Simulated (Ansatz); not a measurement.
Saddle point of SiH$_{4}$SO$_{2}$, closed shell (SiH₄SO₂ ([OH][SiH]([OH])[SH]) → SiH₂O₂ ([OH][Si][OH]) + H₂S; bonds formed: S2–H3; bonds broken: Si1–S2, Si1–H3), PBE0-D4/def2-TZVP structure:

```
atom    x (Å)    y (Å)    z (Å)
 Si1  -0.1805   0.6352   0.4282
  S2  -1.1047  -1.1706  -1.1294
  H3  -1.5496  -0.1833   0.2050
  O4   0.1782   1.7764  -0.6767
  O5   1.2471  -0.0165   0.9196
  H6  -0.7818  -2.1136  -0.2293
  H7   0.9611   1.6439  -1.2193
  H8   1.2303  -0.5713   1.7019
```

Energies are electronic, without zero-point energy. Barriers and step energies count from the start structure reached by relaxing down the imaginary mode; all methods use the PBE0-D4 structures, on which another method's saddle can fall below an end. Program: Ansatz 0.2.0. Basis: def2-TZVPP, with def2-QZVPP for the basis limit. Cores are frozen in the correlated methods. B3LYP uses VWN-RPA correlation. Extrapolation: Hartree–Fock as exp(−7.88 √X), correlation as X^−2.97.

```csv
method,barrier (kcal/mol),step energy (kcal/mol)
SPW92,55.83,44.53
PBE-D4,57.21,41.51
BLYP-D4,57.70,37.95
r2SCAN-D4,?,47.73
B97M-V,64.64,44.91
PBE0-D4,65.35,45.82
B3LYP-D4,64.47,41.90
r2SCAN0-D4,?,49.50
BHLYP-D4,73.88,46.32
CAM-B3LYP-D4,70.06,43.81
wB97X-V,73.27,46.26
wB97M-V,69.89,42.28
B2PLYP,67.80,43.95
PBE-QIDH,71.87,49.26
RPA on PBE,?,40.93
HF,86.96,48.00
MP2,71.16,47.72
CCSD,73.27,44.55
CCSD(T),69.70,44.24
```

Task: Fill in the withheld barriers. (Judge from chemistry; the value comes from the calculation.)

Result: By the calculation: r2SCAN-D4 63.71; r2SCAN0-D4 69.16; RPA on PBE 66.81 kcal/mol. Each is the energy of the saddle less that of the start structure, by the same method.

For comparison, the barrier by CCSD(T) at an estimated basis limit (MP2 extrapolated from triple and quadruple zeta, plus CCSD(T) − MP2 in triple zeta) is 69.47 kcal/mol.

The T1 diagnostic stays at or below 0.015. The restricted Hartree–Fock reference is unstable towards an unrestricted one at one or more of these structures.

Losses and insertions of silylenes and their heavier kin drive the gas-phase chemistry of silicon and germanium vapour deposition.

Labels in which every atom is bracketed show which atoms are joined, not bond orders.

For scale, one of the runs: CCSD(T)/def2-TZVPP, 202 basis functions (an equivalent command: `ansatz run in.yaml --threads 4`). Time: 30 s of wall clock on 4 CPU threads; the host was shared. Peak host memory: 2.5 GiB.
